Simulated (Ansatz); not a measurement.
`C#[C][GeH2][NH2]`, 9 atoms. Total charge 0; spin multiplicity 1. Correlated methods include outer-core shells of Ge, which these sets cover unevenly. Scalar relativity is left out up to krypton. All runs use 2 threads of an Arm Neoverse V2 on a shared host. Correlated methods freeze the cores.

Question: How many basis functions does each run have, and how long does it take in Ansatz? RKS ωB97M-V/def2-TZVPP energy and forces; RKS PBE0-D4/def2-QZVPP energy; RHF-CCSD(T)/def2-SVP energy; direct RPA on PBE orbitals/def2-TZVPP energy; RKS BLYP-D4/def2-TZVPP energy; RKS ωB97M-V/def2-SVP energy; RKS PBE0-D4/def2-TZVP frequencies; RKS PBE0-D4/def2-TZVP relaxation (7 steps); RKS revPBE-D4/def2-TZVPP energy; RKS ωB97M-V/def2-QZVPP energy; RHF-MP2/def2-QZVPP energy; RHF-CCSD(T)/def2-TZVPP energy. (Best estimate.)

Answer: Computed: Other jobs shared the machine, so times are rough.

```csv
level,job,functions,wall time,peak host memory (GiB)
RKS revPBE-D4/def2-TZVPP,energy,211,2 s,0.23
RKS BLYP-D4/def2-TZVPP,energy,211,2.2 s,0.23
direct RPA on PBE orbitals/def2-TZVPP,energy,211,5.5 s,0.42
RKS ωB97M-V/def2-SVP,energy,99,6 s,0.28
RHF-CCSD(T)/def2-SVP,energy,99,6 s,0.4
RKS PBE0-D4/def2-QZVPP,energy,410,9 s,1.1
RKS ωB97M-V/def2-TZVPP,energy and forces,211,12 s,0.63
RKS ωB97M-V/def2-QZVPP,energy,410,21 s,1.4
RHF-MP2/def2-QZVPP,energy,410,22 s,2
RKS PBE0-D4/def2-TZVP,relaxation (7 steps),171,27 s,0.39
RHF-CCSD(T)/def2-TZVPP,energy,211,110 s,3
RKS PBE0-D4/def2-TZVP,frequencies,171,2.3 min,0.39
```
